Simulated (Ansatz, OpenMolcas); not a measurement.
# How basis sets differ on CsBr (SMILES [Br][Cs])

CsBr has 2 atoms, charge 0, and is taken as a singlet. SMILES: `[Br][Cs]`. The bond length is the measured one.

| atom | x (Å) | y (Å) | z (Å) |
| --- | --- | --- | --- |
| Br | 0.0000 | 0.0000 | 0.0000 |
| Cs | 0.0000 | 0.0000 | 3.0723 |

Each level gives the HOMO–LUMO gap (eV). The values are calculated.

```
                         level          kind     program  value (eV)  CPU time
          HF/ANO-RCC-MB (DKH2)  Hartree–Fock  OpenMolcas        6.44     6.7 s
  HF/def2-SVP (core potential)  Hartree–Fock  OpenMolcas        7.97       3 s
                      HF/3-21G  Hartree–Fock      Ansatz        7.27     1.4 s
HF/def2-TZVPP (core potential)  Hartree–Fock  OpenMolcas        8.20     6.6 s
```

All-electron rows without a relativistic Hamiltonian named are non-relativistic, while core potentials hold scalar relativity, so basis and relativity change together. The values span 6.44 to 8.20 eV. A Hartree–Fock LUMO above zero doesn't converge with the basis: it sinks as sets grow more diffuse. Orbital gaps aren't excitation energies. Times are those of the runs behind each value, whatever else they computed, on shared processors of several kinds: orders of magnitude only.
